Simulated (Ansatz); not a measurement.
Species: BAs2H4, charge 0, doublet. BAs2H4 (SMILES [AsH2][B][AsH2], doublet).
B3LYP-D3(BJ)/def2-TZVP minimum from Ansatz (a first-principles code):
```xyz
7

B      0.2494    -0.3918    -0.4807
As     0.2108    -1.3231     1.2663
H      0.1092    -2.7469     0.7464
H     -1.2738    -1.1888     1.5913
As    -0.1519     1.4239    -1.1610
H     -1.6302     1.5103    -0.7936
H     -0.3932     1.0578    -2.6154
```
Charge 0, spin multiplicity 2.

Total energies in cc-pVDZ, 17 correlated electrons, 29 frozen orbitals. Radicals and triplets start from unrestricted determinants; spin-orbit coupling is neglected. Correlated methods leave the cores frozen (noble-gas shells, and filled d and f shells in the p block). No relativity.

```csv
method,program,energy (Eh),minus CCSDT(Q) (mEh)
HF,Ansatz,-4495.27881,350.93
MP2,Ansatz,-4495.56304,66.70
CCSD,Ansatz,-4495.61587,13.87
CCSD(T),Ansatz,-4495.62735,2.39
CCSDT(Q),Ansatz,-4495.62974,0.00
```

Rough core times of Ansatz's runs on a shared machine: CCSD(T) under 20 s, CCSDT(Q) 6 min.
